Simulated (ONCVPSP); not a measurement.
## Configuration tests for Cd (Z = 48) (ONCV)

Cd (Z = 48), optimised norm-conserving Vanderbilt (ONCV), made with ONCVPSP 4.0.1 (PBEsol, fully relativistic). Core [Ar] 3d10, reference 4s2 4p6 4d10 5s2. Waves: 4s+5s: rc 1.65 bohr, ncon 3, nbas 6, qcut 6.6 1/bohr, 2 projectors; 4p: rc 1.60 bohr, ncon 5, nbas 8, qcut 7.6 1/bohr, 2 projectors, debl 0.5 Ha; 4d: rc 1.55 bohr, ncon 4, nbas 9, qcut 8.1 1/bohr, 1 projector. Local part: polynomial inside 1.30 bohr (lpopt 4, dvloc0 2 Ha). Core correction: Teter function, fcfact 6.5, rcfact 1.35.

Open shells are filled in proportion to 2j + 1.

In the p channel the program set the typed energies aside and used -2.390, 0.250 Ha (j = l + 1/2; the other j can differ).

Energies are relative to the spin-unpolarised reference configuration 4s2 4p6 4d10 5s2; without spin polarisation the order of configurations can differ from experiment.

**Question.** Give the all-electron excitation energy and the error of the potential for: 4s2 4p6 4d10 5s1; 4s2 4p6 4d10 5s0; 4s2 4p6 4d9 5s0; 4s1 4p6 4d10 5s2.

**Answer.**

```csv
valence configuration,charge,ΔE all-electron (eV),error AE − PS (meV)
4s2 4p6 4d10 5s1,+1,9.311,-0.6
4s2 4p6 4d10 5s0,+2,26.408,-6.1
4s2 4p6 4d9 5s0,+3,64.405,-11
4s1 4p6 4d10 5s2,+1,113.383,-639
```

Levels in the configuration 4s1 4p6 4d10 5s2:

```csv
level,all-electron (eV),pseudo (eV)
4s j=1/2,-121.429,-122.747
4p j=3/2,-80.290,-80.754
4p j=1/2,-86.292,-86.822
4d j=5/2,-25.363,-25.358
4d j=3/2,-26.139,-26.138
5s j=1/2,-14.755,-14.814
```
